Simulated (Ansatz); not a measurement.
Geometry optimisation, RHF/def2-SVP in Ansatz.

Input file:

```yaml
crystal:
  periodic: [false, false, false]
  atoms:
    - { symbol: Al, position_ang: [-0.152484, -0.230591, -0.215772] }
    - { symbol: F, position_ang: [-0.144202, -0.33155, 1.459197] }
    - { symbol: O, position_ang: [1.304998, -0.286051, -1.038126] }
    - { symbol: H, position_ang: [2.200363, -0.371884, -0.768336] }
    - { symbol: "N", position_ang: [-1.699679, -0.213205, -1.030752] }
    - { symbol: H, position_ang: [-2.590347, -0.181429, -0.574751] }
    - { symbol: H, position_ang: [-1.81791, -0.197983, -2.025117] }
    - { symbol: Br, position_ang: [-0.018116, 2.94349, 1.500693] }
    - { symbol: H, position_ang: [-0.101522, 1.645404, 2.226964] }
basis:
  gaussian: { orbitals: def2-SVP }
hamiltonian:
  xc: hf
relax:
  f_tol: 0.03
  max_steps: 50
output:
  orbitals: {}
```

Launched with:

```bash
$ ansatz run input.yaml --threads 2 --pin off --max-ram 3072MiB --backend cpu --events-out ev --progress --plain --runs-dir out
```

Task: Where does it end, and by what steps?

Result: The forces met the threshold. The force dipped under the threshold on the way, but the program's further checks kept it going. After 10 steps the energy has fallen by 0.085 eV; Br8 moved furthest, 0.32 Å.

```tsv
step	energy less start (eV)	largest force component (eV/Å)	accepted
0	0.0000	1.596	yes
1	-0.0806	0.290	yes
2	-0.0828	0.182	yes
3	-0.0838	0.040	yes
4	-0.0842	0.058	yes
5	-0.0842	0.126	yes
6	-0.0847	0.047	yes
7	-0.0850	0.051	yes
8	-0.0851	0.047	yes
9	-0.0852	0.019	yes
10	-0.0852	0.028	yes
```

```xyz
9
Properties=species:S:1:pos:R:3
Al -0.211 -0.266 -0.235
F -0.250 -0.280 1.428
O 1.264 -0.296 -1.024
H 2.156 -0.237 -0.733
N -1.732 -0.304 -1.097
H -2.638 -0.315 -0.670
H -1.819 -0.295 -2.095
Br 0.209 3.028 1.708
H 0.003 1.742 2.253
```

Whether the end is a true minimum wasn't checked by a vibrational analysis.

Run time: 21 s on 2 threads of Arm Neoverse V2 (shared host), peak memory 0.24 GiB.
